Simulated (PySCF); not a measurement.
VOF, SMILES [F][V]=[O] (connectivity only; charge and spin as stated), neutral, multiplicity 3.

Geometry: PBE-D3(BJ)/def2-TZVP. The spin state was assumed, not searched.

Computed with PBE-D3(BJ)/def2-TZVP (PySCF).

Frequencies are harmonic and unscaled.

```tsv
mode	ν (cm⁻¹)	IR (km/mol)	moving atoms (share of kinetic energy)
1	173	6.6	O 44 %, F 32 %, V 24 %
2	669	134.9	F 72 %, V 26 %
3	1033	176.5	O 75 %, V 25 %
```
